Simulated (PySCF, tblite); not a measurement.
Species: C₄H₁₆N₂Si₂.
Cartesian coordinates in Å at the GFN2-xTB level; atoms count from 1:
```xyz
24
C4H16N2Si2 angstrom
C      1.938   -1.353   -0.107
N      1.420   -0.007   -0.095
C      2.474    0.971   -0.129
Si    -0.158    0.343   -0.697
Si    -0.699    2.524   -0.166
N     -1.164   -0.876    0.013
C     -2.452   -1.157   -0.560
C     -1.154   -1.089    1.439
H      2.550   -1.542   -0.998
H      1.113   -2.058   -0.095
H      2.565   -1.520    0.775
H      2.057    1.974   -0.068
H      3.067    0.897   -1.050
H      3.148    0.821    0.720
H     -0.315    0.039   -2.141
H     -2.151    2.740   -0.209
H     -0.287    2.976    1.170
H     -0.132    3.504   -1.101
H     -2.407   -1.039   -1.639
H     -3.231   -0.489   -0.168
H     -2.744   -2.186   -0.330
H     -0.174   -0.839    1.836
H     -1.908   -0.475    1.948
H     -1.368   -2.139    1.659
```

Method: PBE0/pcSseg-1 in PySCF (dipole) on a GFN2-xTB geometry, gas phase.

Masses are those of the commonest isotopes; rigid-rotor values at the optimised geometry. The values belong to one conformer with, in the numbering `[CH3:1][N:2]([CH3:3])[SiH:4]([SiH3:5])[N:6]([CH3:7])[CH3:8]`, C1–N2–Si4–Si5 171°, N2–Si4–N6–C7 -161°.

**Question.** What are A, B and C (MHz)?

**Answer.** Ia = 357.50, Ib = 409.85, Ic = 645.32 u·Å²; 505379 MHz·u·Å²/I gives A = 1414, B = 1233, C = 783.1 MHz.

**Question.** Classify the top.

**Answer.** An asymmetric top; Ray's κ = 0.427.

**Question.** Is it planar, by Δ = Ic − Ia − Ib?

**Answer.** Not planar: Δ = Ic − Ia − Ib = -122.03 u·Å². For a rigid frame Δ = −2 Σ m c², so Σ m c² = 61.02 u·Å² lies off the ab plane: 22.92 from hydrogen and 38.10 from heavier atoms. The atom farthest from that plane is 2.04 Å away.

**Question.** Give the other two planar moments, Paa and Pbb, and the rms extents of the mass along the axes.

**Answer.** Paa = Σ m a² = (Ib + Ic − Ia)/2 = 348.83 and Pbb = Σ m b² = (Ia + Ic − Ib)/2 = 296.49 u·Å². With the mass M = 148.09 u, the rms extents √(P/M) along a, b and c are 1.53, 1.41, 0.64 Å.

**Question.** List the rotational levels J(Ka,Kc) to J = 3 (MHz).

**Answer.** Above 0(0,0):
J = 1: 1(0,1) 2016, 1(1,1) 2197, 1(1,0) 2647
J = 2: 2(0,2) 5735, 2(1,2) 5779, 2(1,1) 7129, 2(2,1) 7671, 2(2,0) 7985
J = 3: 3(0,3) 10986, 3(1,3) 10993, 3(1,2) 13513, 3(2,2) 13719, 3(2,1) 14831, 3(3,1) 15907, 3(3,0) 16087
Those of J = 1 are B + C, A + C and A + B.

**Question.** Predict some low-J microwave lines.

**Answer.** The dipole components are |μa| = 0.04 D, |μb| = 0.97 D, |μc| = 0.25 D. Intensities carry the squares of the components, which stand as 0.00 : 1.00 : 0.07 (a : b : c). Some lines, for components of 0.1 D or more:

```
type  branch         J(Ka,Kc)    MHz  lower level (cm⁻¹)
   b       Q  4(4,0) ← 4(3,1)   1846               0.840
   b       Q  5(3,2) ← 5(2,3)   2124               1.150
   b       R  1(1,1) ← 0(0,0)   2197               0.000
   b       R  2(2,1) ← 1(1,0)   5024               0.088
   b       R  3(0,3) ← 2(1,2)   5207               0.193
   b       R  4(2,3) ← 3(1,2)   7996               0.451
   b       R  4(3,2) ← 3(2,1)   9511               0.495
   c       R  4(4,1) ← 3(3,1)  11019               0.531
   b       R  5(4,2) ← 4(3,1)  12505               0.840
   c       R  5(4,2) ← 4(3,2)  13332               0.812
   c       R  5(5,1) ← 4(4,1)  13821               0.898
   b       R  5(4,1) ← 4(3,2)  13874               0.812
```

**Question.** Estimate the classical rotational partition function at 10 K, 25 K and 200 K.

**Answer.** Point group C1, symmetry number σ = 1; q = (√π/σ)·√((kT/h)³/(ABC)), k/h = 20836.6 MHz/K: 4560 at 10 K, 18000 at 25 K, 408000 at 200 K.

Its GFN2-xTB frequencies are all real (lowest 41 cm⁻¹). Zero-point vibration and centrifugal distortion are left out. A rigid rotor knows nothing of internal rotation, which can split or shift real lines. Quadrupole hyperfine structure (14N) is left out.
